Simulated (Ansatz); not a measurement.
Born–Oppenheimer molecular dynamics of FH$_{3}$SiTe (6 atoms, charge 0, multiplicity 1). It starts from a relaxed structure.

Level of theory: Ansatz 0.2.0, RKS PBE0/def2-SVP.

| Quantity | Value |
| --- | --- |
| ensemble | NVE (velocity Verlet) |
| time step | 0.25 fs |
| steps asked | 300 |
| starting velocities drawn for | 300 K |
| masses | H 3.016 u |
| seed | 708105 |

First frame:

```xyz
6
Properties=species:S:1:pos:R:3
F -1.862 0.047 0.206
Si -0.399 -0.108 -0.485
Te 1.361 -0.739 1.149
H -0.468 -1.221 -1.470
H -0.078 1.197 -1.121
H 1.447 0.824 1.720
```

How far do the bonds stretch over the last three quarters of this one trajectory? (Pairs bonded in most of those frames.)


| bond | mean (Å) | spread (Å) | shortest | longest |
| --- | --- | --- | --- | --- |
| F1–Si2 | 1.629 | 0.004 | 1.62 | 1.64 |
| Si2–Te3 | 2.488 | 0.009 | 2.48 | 2.51 |
| Si2–H4 | 1.488 | 0.025 | 1.45 | 1.53 |
| Si2–H5 | 1.486 | 0.016 | 1.46 | 1.51 |
| Te3–H6 | 1.667 | 0.053 | 1.59 | 1.74 |

Mean temperature of the second half: 142 K. The conserved energy stayed within 0.011 meV per atom of its start (net change 0.0083 meV per atom), so the integration is sound. The temperature averaged 0.47 of the 300 K drawn at the start: a run that starts near a minimum puts about half its kinetic energy into the potential. A run of 0.075 ps of so small a system gives no equilibrium averages.

Run time: 9.9 min on 1 thread of Intel(R) Xeon(R) Platinum 8488C (Sapphire Rapids), with other jobs on the host, peak memory 0.16 GiB.
